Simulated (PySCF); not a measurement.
A GIAO shielding run with PySCF 2.14 (density fitting, non-relativistic, gas phase) on SMILES F[C@](Cl)(C[SiH3])[SiH2]CCl, C₃H₉Cl₂FSi₂:

```
$ OMP_NUM_THREADS=1 python probes_run.py task.json out

{"job": {"kind": "nmr", "xc": "PBE0", "basis": "pcSseg-1"}, "charge": 0, "multiplicity": 1}
F     -0.297754    -1.165042    -1.175530
C     -0.053346    -0.836724     0.141894
Cl     0.941548    -2.206360     0.799732
C     -1.356024    -0.757455     0.888718
Si    -2.621552     0.438865     0.102009
Si     1.138748     0.680608     0.204642
C      2.651800     0.207130    -0.850093
Cl     3.746833     1.614989    -0.896223
H     -1.805739    -1.753016     0.927022
H     -1.140400    -0.463354     1.914985
H     -2.823704     0.097030    -1.301434
H     -2.127689     1.810059     0.243224
H     -3.865617     0.276607     0.855483
H      0.476170     1.832998    -0.404043
H      1.509353     0.881012     1.602484
H      2.394685    -0.023926    -1.881979
H      3.225690    -0.621391    -0.441288
```

Hardware: 1 thread of an Arm Neoverse N1, shared host. The job also computes population analyses, field gradients.

(1) How large is the calculation?

(2) How long does it take, and how much memory does it need?

Results:

(1) 98 electrons, 209 basis functions and 1180 auxiliary functions.

(2) 73 s of wall time, with 14 SCF cycles and 4 response iterations; peak memory 0.86 GiB. Times on a shared host scatter by some tens of per cent.
